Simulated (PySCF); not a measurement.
# From computed data to an observable: oscillator strength and radiative lifetime

CH7NOSn, SMILES [SnH2]([NH2])[O]C.

Geometry: B3LYP-D3(BJ)/def2-SVP. The structure was generated by enumeration; whether it is a known compound was not checked. The def2 effective core potentials stand for the cores of Sn; spin–orbit coupling is left out. The values are those of a single conformer.

TDA-PBE/def2-SVPD (PySCF) puts the first singlet state with f over 0.02 at 5.40 eV (vertical), with the transition dipole (-0.527, -0.102, -0.351) in atomic units.

Question: Find the oscillator strength, the wavelength and the radiative lifetime that this transition would have in vacuum if emission retraced absorption.

Answer: 
|μ|² = 0.4113 au, so |μ| = 1.63 D. ΔE = 5.40/27.211 = 0.1984 hartree. f = (2/3) ΔE |μ|² = 0.054 (the program prints 0.054).
λ = 1239.84/5.40 = 230 nm; ν = 43554 cm⁻¹.
Einstein's coefficient A = 0.6670 ν² f s⁻¹ (ν in cm⁻¹) = 6.9e7 s⁻¹, so τ = 1/A = 15 ns. This state is S4; the lower singlets have f = 0.014, 0.003, 0.012. The figure is the radiative limit of this one transition; relaxation, internal conversion, crossing to triplets and a medium change what is measured.
